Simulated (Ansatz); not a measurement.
Input file for Ansatz (an electronic-structure program): U-CCSD(T)/aug-cc-pVTZ on O (SMILES [O]).

Ansatz 0.2 input:
```yaml
crystal:
  periodic: [false, false, false]
  atoms:
    - {symbol: O, position_ang: [0.00000000, 0.00000000, 0.00000000]}
basis:
  gaussian:
    orbitals: aug-cc-pVTZ
magnetization: {spin_polarized: true, initial_magnetization: 2}
correlation: {method: ccsd_t, electrons: outside_noble_gas}
scf: {omitted_lower_state_checks: [cluster_reference]}
```

Output:

```
WARN ansatz: RAYON_NUM_THREADS=1 ignored (pool sized by the plan → 1); use --threads N
Functional definition: HF
these checks for a lower state are left out or cut short: cluster_reference
integrals: 0.02 GiB planned
279 factors; integrals over basis functions are off by at most 1.7e-4 eV
mean field: 0.06 GiB planned
mean field evaluation 1: about -2035.3995 eV, gradient 8.6e0 eV
mean field evaluation 2: about -2035.3997 eV, gradient 8.6e0 eV
mean field evaluation 4: about -2035.7556 eV, gradient 9.5e-1 eV
mean field evaluation 8: about -2035.7650 eV, gradient 1.3e-4 eV
mean field evaluation 16: about -2035.7650 eV, gradient 4.3e-4 eV
mean field evaluation 32: about -2035.7650 eV, gradient 2.1e-3 eV
mean field -2035.76495483 eV, -74.8129821991 hartree, gradient 2.1e-6 eV, S^2 2.009199; 3 other end points of the search recorded, 0 dependent functions left out
1 core orbitals not correlated
reference -2035.76495483 eV, -74.8129821991 hartree; 4, 2 occupied and 41, 43 virtual orbitals, 279 factors
second order -3.98133468 eV of doubles, -0.00000000 eV of singles
coupled cluster: 0.09 GiB planned
cycle   1  -4.31756224 eV  change   -3.4e-1 eV  update   3.0e-2
cycle   2  -4.41285875 eV  change   -9.5e-2 eV  update   1.0e-2
cycle   3  -4.42319570 eV  change   -1.0e-2 eV  update   4.0e-3
cycle   4  -4.42202357 eV  change    1.2e-3 eV  update   1.8e-3
cycle   5  -4.42275472 eV  change   -7.3e-4 eV  update   7.0e-4
cycle   6  -4.42295905 eV  change   -2.0e-4 eV  update   2.1e-4
cycle   7  -4.42293732 eV  change    2.2e-5 eV  update   6.6e-5
cycle   8  -4.42293407 eV  change    3.3e-6 eV  update   1.9e-5
cycle   9  -4.42293011 eV  change    4.0e-6 eV  update   4.9e-6
perturbative correction -0.09333480 eV, -0.0034299907 hartree
Total energy: -2040.28121975 eV, -74.9789518734 hartree
Checks for a lower state left out: cluster_reference
```

The calculation finished and met its thresholds.

Cost: roughly 0.8 core-seconds.
